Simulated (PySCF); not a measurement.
This script is equivalent to a calculation on Ga⁺ (gallium, charge +1).

```python
from pyscf import gto, scf, dft, mp, cc
import basis_set_exchange as bse
mol = gto.M(atom="Ga 0 0 0", charge=1, spin=0, symmetry="D2h",
            basis=gto.basis.parse(bse.get_basis("aug-cc-pVDZ-DK", elements=["Ga"], fmt="nwchem", header=False)),
            nucmod="G")
mf = dft.UKS(mol, xc="R2SCAN").sfx2c1e()
mf.irrep_nelec = {'Ag': (6, 6), 'B1g': (1, 1), 'B2g': (1, 1), 'B3g': (1, 1), 'B1u': (2, 2), 'B2u': (2, 2), 'B3u': (2, 2)}
mf.kernel()
```

(1) What total energy does it give?

(2) Which occupied shell lies highest, and where?

## Answers

(1) -1943.485 hartree (calculated).

(2) 4s, at -16.645 eV.
